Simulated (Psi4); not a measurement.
Psi4 input (wB97X-D/6-31G*):

```
memory 1500 MB

molecule {
1 1
O    -0.97746000    1.38093600   -0.09012500
B    -0.64327800    0.09300000   -0.04416700
O    -1.28882400   -1.07189500   -0.06975900
P     1.32792600   -0.17854900    0.09420400
H    -1.90437800    1.64726100   -0.16139900
H    -2.25266000   -1.10469400   -0.13874700
H     2.05238500    1.01317300    0.19815200
H     1.84855700   -0.85847300   -1.01356800
H     1.68387400   -0.95636900    1.20240300
symmetry c1
no_reorient
no_com
}

set {
  basis 6-31G*
  reference rks
  scf_type pk
  dft_radial_points 99
  dft_spherical_points 590
  e_convergence 1e-8
  d_convergence 1e-7
  maxiter 150
}

e = energy('wb97x-d')
print_out(f'\nFINAL {e:.10f} DIPOLE {variable("CURRENT DIPOLE")[0]:.6f} {variable("CURRENT DIPOLE")[1]:.6f} {variable("CURRENT DIPOLE")[2]:.6f}\n')
```

Output:

```
   => Loading Basis Set <=

    Name: 6-31G*
    Role: ORBITAL
    Keyword: BASIS
    atoms 1, 3 entry O          line   145 file 6-31gs.gbs
    atoms 2    entry B          line    94 file 6-31gs.gbs
    atoms 4    entry P          line   292 file 6-31gs.gbs
    atoms 5-9  entry H          line    44 file 6-31gs.gbs

   => WB97X-D: Empirical Dispersion <=

    Chai and Head-Gordon Dispersion Correction
    Chai, J.-D.; Head-Gordon, M. (2010), J. Chem. Phys., 132: 6615-6620

        s6 =       1.000000

         ---------------------------------------------------------
                                   SCF
               by Justin Turney, Rob Parrish, Andy Simmonett
                          and Daniel G. A. Smith
                              RKS Reference
         ---------------------------------------------------------

  ==> Geometry <==

    Molecular point group: c1
    Full point group: C1

    Geometry (in Angstrom), charge = 1, multiplicity = 1:

       Center              X                  Y                   Z               Mass
    ------------   -----------------  -----------------  -----------------  -----------------
         O           -0.977460000000     1.380936000000    -0.090125000000    15.994914619570
         B           -0.643278000000     0.093000000000    -0.044167000000    11.009305360000
         O           -1.288824000000    -1.071895000000    -0.069759000000    15.994914619570
         P            1.327926000000    -0.178549000000     0.094204000000    30.973761998420
         H           -1.904378000000     1.647261000000    -0.161399000000     1.007825032230
         H           -2.252660000000    -1.104694000000    -0.138747000000     1.007825032230
         H            2.052385000000     1.013173000000     0.198152000000     1.007825032230
         H            1.848557000000    -0.858473000000    -1.013568000000     1.007825032230
         H            1.683874000000    -0.956369000000     1.202403000000     1.007825032230

  Running in c1 symmetry.

  Rotational constants: A =      0.29166  B =      0.13514  C =      0.09494 [cm^-1]
  Rotational constants: A =   8743.82660  B =   4051.35557  C =   2846.30888 [MHz]
  Nuclear repulsion =  158.516256412370524

  Charge       = 1
  Multiplicity = 1
  Electrons    = 40
  Nalpha       = 20
  Nbeta        = 20

  ==> Algorithm <==

  SCF Algorithm Type is PK.
  DIIS enabled.
  MOM disabled.
  Fractional occupation disabled.
  Guess Type is SAD.
  Energy threshold   = 1.00e-08
  Density threshold  = 1.00e-07
  Integral threshold = 1.00e-12

  ==> Primary Basis <==

  Basis Set: 6-31G*
    Blend: 6-31G*
    Number of shells: 36
    Number of basis functions: 74
    Number of Cartesian functions: 74
    Spherical Harmonics?: false
    Max angular momentum: 2

  ==> DFT Potential <==

   => LibXC <=

    Version 7.1.2
    S. Lehtola, C. Steigemann, M. J. T. Oliveira, and M. A. L. Marques,  SoftwareX 7, 1–5 (2018) (10.1016/j.softx.2017.11.002)

   => Composite Functional: WB97X-D <=

    wB97X-D Hyb-GGA Exchange-Correlation Functional

    J.-D. Chai and M. Head-Gordon,  Phys. Chem. Chem. Phys. 10, 6615–6620 (2008) (10.1039/B810189B)

    Deriv               =              1
    GGA                 =           TRUE
    Meta                =          FALSE

    Exchange Hybrid     =           TRUE
    MP2 Hybrid          =          FALSE

   => Exchange-Correlation Functionals <=

    1.0000   wB97X-D range-separated functional

   => Exact (HF) Exchange <=

    0.7780            HF,LR [omega = 0.2000]
    0.2220               HF

   => LibXC Density Thresholds  <==

    XC_HYB_GGA_XC_WB97X_D:  1.00E-14

   => Molecular Quadrature <=

    Radial Scheme          =       TREUTLER
    Pruning Scheme         =           NONE
    Nuclear Scheme         =       TREUTLER

    Blocking Scheme        =         OCTREE
    BS radius alpha        =              1
    Pruning alpha          =              1
    Radial Points          =             99
    Spherical Points       =            590
    Total Points           =         498276
    Total Blocks           =           3525
    Max Points             =            256
    Max Functions          =             72
    Weights Tolerance      =       1.00E-15

  ==> Integral Setup <==

  Using in-core PK algorithm.
   Calculation information:
      Number of atoms:                   9
      Number of AO shells:              36
      Number of primitives:             92
      Number of atomic orbitals:        74
      Number of basis functions:        74

      Integral cutoff                 1.00e-12
      Number of threads:                 1

  Performing in-core PK
  Using 11555100 doubles for integral storage.
  We computed 204893 shell quartets total.
  Whereas there are 222111 unique shell quartets.

  Computing range-separated integrals for PK
  We computed 204893 wK shell quartets total.
  Whereas there are 222111 wK unique shell quartets.

  ==> DiskJK: Disk-Based J/K Matrices <==

    J tasked:                  Yes
    K tasked:                  Yes
    wK tasked:                 Yes
    Omega:               2.000E-01
    Schwarz Cutoff:          1E-12


  Cached 50.0% of DFT collocation blocks in 0.426 [GiB].

  Minimum eigenvalue in the overlap matrix is 7.3256411841E-03.
  Reciprocal condition number of the overlap matrix is 1.1425009265E-03.
    Using symmetric orthogonalization.

  ==> Pre-Iterations <==

  SCF Guess: Superposition of Atomic Densities via on-the-fly atomic UHF (no occupation information).

   -------------------------
    Irrep   Nso     Nmo
   -------------------------
     A         74      74
   -------------------------
    Total      74      74
   -------------------------

  ==> Iterations <==

                        Total Energy        Delta E     RMS |[F,P]|

   @RKS iter SAD:  -519.02073186846621   -5.19021e+02   0.00000e+00
   @RKS iter   1:  -519.23092906221143   -2.10197e-01   9.29643e-03 ADIIS/DIIS
   @RKS iter   2:  -519.23196704019529   -1.03798e-03   9.76775e-03 ADIIS/DIIS
   @RKS iter   3:  -519.41001224782053   -1.78045e-01   4.65534e-04 ADIIS/DIIS
   @RKS iter   4:  -519.41069686298329   -6.84615e-04   1.66176e-04 ADIIS/DIIS
   @RKS iter   5:  -519.41079930856290   -1.02446e-04   2.69590e-05 DIIS
   @RKS iter   6:  -519.41080352649885   -4.21794e-06   1.06849e-05 DIIS
   @RKS iter   7:  -519.41080381409597   -2.87597e-07   6.15484e-06 DIIS
   @RKS iter   8:  -519.41080389544311   -8.13471e-08   7.04863e-07 DIIS
   @RKS iter   9:  -519.41080389726676   -1.82365e-09   1.27969e-07 DIIS
   @RKS iter  10:  -519.41080389733941   -7.26459e-11   2.78027e-08 DIIS
  Energy and wave function converged.

  ==> Post-Iterations <==

   Electrons on quadrature grid:
      Ntotal   =   39.9999999788 ; deviation = -2.122e-08

    Orbital Energies [Eh]
    ---------------------

    Doubly Occupied:

       1A    -77.488840     2A    -19.494571     3A    -19.494286
       4A     -7.135069     5A     -6.930468     6A     -5.077176
       7A     -5.077143     8A     -5.075063     9A     -1.345558
      10A     -1.321542    11A     -1.006050    12A     -0.877909
      13A     -0.859576    14A     -0.729847    15A     -0.725296
      16A     -0.722899    17A     -0.679608    18A     -0.643325
      19A     -0.635213    20A     -0.613375

    Virtual:

      21A     -0.137825    22A     -0.096501    23A     -0.075485
      24A     -0.047364    25A     -0.014338    26A      0.000934
      27A      0.026332    28A      0.103539    29A      0.159183
      30A      0.162268    31A      0.183953    32A      0.205981
      33A      0.271852    34A      0.327403    35A      0.434972
      36A      0.484104    37A      0.495764    38A      0.566252
      39A      0.571686    40A      0.597078    41A      0.609617
      42A      0.631740    43A      0.713298    44A      0.743061
      45A      0.796439    46A      0.846691    47A      0.874023
      48A      0.900824    49A      0.954178    50A      0.999164
      51A      1.029669    52A      1.088366    53A      1.114233
      54A      1.138163    55A      1.163529    56A      1.351360
      57A      1.451621    58A      1.476159    59A      1.559134
      60A      1.627572    61A      1.669411    62A      1.693334
      63A      1.932875    64A      2.035678    65A      2.220029
      66A      2.348951    67A      2.497337    68A      2.509499
      69A      2.706756    70A      2.847725    71A      3.256769
      72A      3.473118    73A      3.672672    74A      3.964035

    Final Occupation by Irrep:
              A
    DOCC [    20 ]
    NA   [    20 ]
    NB   [    20 ]

  @RKS Final Energy:  -519.41080389733941

   => Energetics <=

    Nuclear Repulsion Energy =            158.5162564123705238
    One-Electron Energy =               -1021.5523741023961293
    Two-Electron Energy =                 376.4308983044793990
    DFT Exchange-Correlation Energy =     -32.8029166441709776
    Empirical Dispersion Energy =          -0.0026678676222845
    VV10 Nonlocal Energy =                  0.0000000000000000
    Total Energy =                       -519.4108038973394059

Computation Completed

Properties will be evaluated at   0.000000,   0.000000,   0.000000 [a0]

Properties computed using the SCF density matrix

 Multipole Moments:

 ------------------------------------------------------------------------------------
     Multipole            Electronic (a.u.)      Nuclear  (a.u.)        Total (a.u.)
 ------------------------------------------------------------------------------------

 L = 1.  Multiply by 2.5417464519 to convert [e a0] to [Debye]
 Dipole X            :          0.1310086            0.0000113            0.1310200
 Dipole Y            :         -0.0361204           -0.0000170           -0.0361374
 Dipole Z            :          0.0038496           -0.0000113            0.0038382
 Magnitude           :                                                    0.1359664

 ------------------------------------------------------------------------------------

FINAL -519.4108038973 DIPOLE 0.131020 -0.036137 0.003838

*** Psi4 exiting successfully. Buy a developer a beer!
```

The dipole moment of an ion depends on the origin.

The geometry given is a B3LYP-D3(BJ)/def2-TZVP minimum.
